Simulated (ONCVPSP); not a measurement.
# Configuration tests for mercury (ONCV)

Hg (Z = 80), optimised norm-conserving Vanderbilt (ONCV), made with ONCVPSP 4.0.1 (PBE, scalar-relativistic). Core [Kr] 4d10 4f14, reference 5s2 5p6 5d10 6s1 6p1. Waves: 5s+6s: rc 1.45 bohr, ncon 3, nbas 8, qcut 6.5 1/bohr, 2 projectors; 5p+6p: rc 1.75 bohr, ncon 3, nbas 6, qcut 9.1 1/bohr, 2 projectors; 5d: rc 1.50 bohr, ncon 3, nbas 7, qcut 6 1/bohr, 1 projector. Local part: polynomial inside 1.30 bohr (lpopt 5, dvloc0 6 Ha). Core correction: polynomial model core, fcfact 0.6.

Energies are relative to the spin-unpolarised reference configuration 5s2 5p6 5d10 6s1 6p1; without spin polarisation the order of configurations can differ from experiment.

```json
{"valence configuration": "5s2 5p6 5d10 6s2 6p0", "charge": "0", "ΔE all-electron (eV)": "-6.039", "error AE − PS (meV)": "-0.6"}
{"valence configuration": "5s2 5p6 5d10 6s1 6p0", "charge": "+1", "ΔE all-electron (eV)": "4.649", "error AE − PS (meV)": "-2.0"}
{"valence configuration": "5s2 5p6 5d10 6s0 6p0", "charge": "+2", "ΔE all-electron (eV)": "23.624", "error AE − PS (meV)": "-14"}
```

Task: What are ΔE and the potential's error for 5s2 5p6 5d10 6s0 6p1?

Result: ΔE = 12.059 eV all-electron; the error (AE − PS) is -6.6 meV.

Levels in the configuration 5s2 5p6 5d10 6s2 6p0:

| level | all-electron (eV) | pseudo (eV) |
| --- | --- | --- |
| 5s | -118.182 | -118.124 |
| 5p | -66.516 | -66.503 |
| 5d | -9.860 | -9.867 |
| 6s | -6.817 | -6.813 |
